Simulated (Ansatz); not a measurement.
Relaxation of Ga2Te3 with RKS r2SCAN-D4/def2-SVP.

```sh
$ ansatz run in.yaml --threads 4 --pin off --events-out ev --progress --plain --max-ram 4787MiB
```

```yaml
crystal:
  periodic: [false, false, false]
  atoms:
    - {symbol: Ga, position_ang: [0.247620, -2.264900, -0.217070]}
    - {symbol: Ga, position_ang: [0.490310, 2.166600, 0.552350]}
    - {symbol: Te, position_ang: [-1.299770, 0.175690, -0.596620]}
    - {symbol: Te, position_ang: [-0.617860, -0.330920, 1.996240]}
    - {symbol: Te, position_ang: [1.179710, 0.253530, -1.734900]}
basis:
  gaussian: {orbitals: def2-SVP}
hamiltonian: {xc: r2scan, dispersion: d4}
scf: {lower_state_search: "off"}
output: {orbitals: {seedname: orbitals}}
relax: {f_tol: 0.02, max_steps: 100}
```

Run time 12 s (4 threads of AMD EPYC 7B13 on a shared host).

Positions (Å) and forces (eV/Å) at steps 1, 2, 3, 4, 5 of 5:

```xyz
5
step=1 energy=-126634.1569 eV
Ga    0.248   -2.265   -0.217    0.205    0.039    0.102
Ga    0.490    2.167    0.552    0.195   -0.095    0.088
Te   -1.300    0.176   -0.597   -1.077    0.145   -0.497
Te   -0.618   -0.331    1.996    0.381   -0.026    0.069
Te    1.180    0.254   -1.735    0.296   -0.063    0.238
5
step=2 energy=-126634.2654 eV
Ga    0.268   -2.237   -0.205    0.129    0.002    0.048
Ga    0.506    2.133    0.559    0.115   -0.036    0.070
Te   -1.478    0.200   -0.679    0.542   -0.074    0.248
Te   -0.499   -0.322    1.931   -0.284    0.105   -0.403
Te    1.204    0.226   -1.606   -0.503    0.003    0.037
5
step=3 energy=-126634.3153 eV
Ga    0.321   -2.231   -0.181    0.072    0.029    0.030
Ga    0.555    2.113    0.582    0.061   -0.048    0.034
Te   -1.461    0.197   -0.672   -0.035    0.005   -0.018
Te   -0.560   -0.312    1.908   -0.049    0.017   -0.018
Te    1.146    0.233   -1.638   -0.049   -0.003   -0.029
5
step=4 energy=-126634.3275 eV
Ga    0.384   -2.189   -0.147    0.027   -0.021    0.008
Ga    0.610    2.055    0.604    0.028    0.014    0.017
Te   -1.487    0.201   -0.684   -0.063    0.008   -0.030
Te   -0.615   -0.306    1.907    0.001    0.000    0.010
Te    1.108    0.239   -1.680    0.007   -0.002   -0.005
5
step=5 energy=-126634.3287 eV
Ga    0.408   -2.187   -0.136   -0.004    0.017    0.001
Ga    0.633    2.047    0.615   -0.005   -0.016   -0.006
Te   -1.505    0.203   -0.693    0.001    0.000    0.001
Te   -0.629   -0.303    1.900    0.005   -0.001   -0.001
Te    1.094    0.240   -1.686    0.003    0.000    0.005
```

In the def2 sets Te takes a core potential; there is no spin–orbit coupling. Another isomer (singlet) lies 0.38 eV lower at PBE0-D4/def2-TZVP; other spin states weren't run for this one.
